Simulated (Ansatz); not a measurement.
Relaxation of the cluster BiF₃ with RKS PBE-D4/def2-TZVP.

```sh
$ ansatz run in.yaml --threads 4 --pin off --events-out ev --progress --plain --max-ram 3916MiB
```

```yaml
crystal:
  periodic: [false, false, false]
  atoms:
    - {symbol: Bi, position_ang: [0.642280, -0.219670, 0.415010]}
    - {symbol: F, position_ang: [-1.160670, -0.019560, 1.267690]}
    - {symbol: F, position_ang: [0.568370, 1.533800, -0.555340]}
    - {symbol: F, position_ang: [-0.049980, -1.294570, -1.127360]}
basis:
  gaussian: {orbitals: def2-TZVP}
hamiltonian: {xc: pbe, dispersion: d4}
scf: {lower_state_search: "off"}
output: {orbitals: {seedname: orbitals}}
relax: {f_tol: 0.02, max_steps: 100}
```

Hardware: 4 threads of Arm Neoverse V1 on a shared host. Wall time 2 s.

Positions (Å) and forces (eV/Å) at steps 1, 3 of 3:

```xyz
4
step=1 energy=-13990.9530 eV
Bi    0.642   -0.220    0.415    0.174   -0.057    0.128
F    -1.161   -0.020    1.268   -0.201    0.023    0.190
F     0.568    1.534   -0.555    0.052    0.234   -0.098
F    -0.050   -1.295   -1.127   -0.025   -0.200   -0.219
4
step=3 energy=-13990.9639 eV
Bi    0.622   -0.217    0.404   -0.014    0.005   -0.009
F    -1.173   -0.015    1.305    0.008   -0.001   -0.001
F     0.586    1.557   -0.558    0.002   -0.006    0.004
F    -0.035   -1.324   -1.151    0.004    0.003    0.006
```

In the def2 sets Bi takes a core potential; there is no spin–orbit coupling. The structure comes from a short search, and lower isomers may exist.
